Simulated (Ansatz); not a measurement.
Computed with Ansatz on PBE0-D4/def2-TZVP structures; ΔE is electronic, products minus reactants. CCSD(T)/CBS is the MP2 limit (def2-TZVPP, def2-QZVPP) plus CCSD(T) − MP2 in def2-TZVPP, frozen cores. This one scheme is used for every species. Functionals use def2-TZVPP. B3LYP here is the variant with VWN-RPA as its local correlation; programs differ in this. For V outer-core shells are correlated without core-valence functions, which leaves a few kJ/mol of doubt a bond. Scalar relativity is left out up to krypton. Each species was taken in one conformer, which may not be the lowest.

`[NH]=[V]([NH2])([NH2])[NH2]` + HCl → `[NH]=[V]([NH2])([NH2])[Cl]` + NH₃  (ligand exchange at a V–N bond)

```tsv
level	ΔE (eV)
revPBE-D4	-1.02
BLYP-D4	-1.00
B3LYP	-1.03
LC-ωPBE	-1.03
```

What does CCSD(T)/CBS give? (Estimate.)

The calculation gave: -1.00 eV. The listed levels differ from it by -0.02, 0.00, -0.03, -0.03 eV.

Largest T1 diagnostic among the species: 0.032, so the coupled-cluster value is less sure than usual.

At CCSD(T), def2-SVP lies −0.08 eV from the extrapolated value and def2-TZVPP +0.00 eV. Leaving LDA and LC-ωPBE aside and taking each functional with its dispersion term where it has one, the values, not all of them listed here, spread over 0.18 eV, from PBE-QIDH to CAM-B3LYP-D4. LDA lies +0.05 eV from PBE without D4.
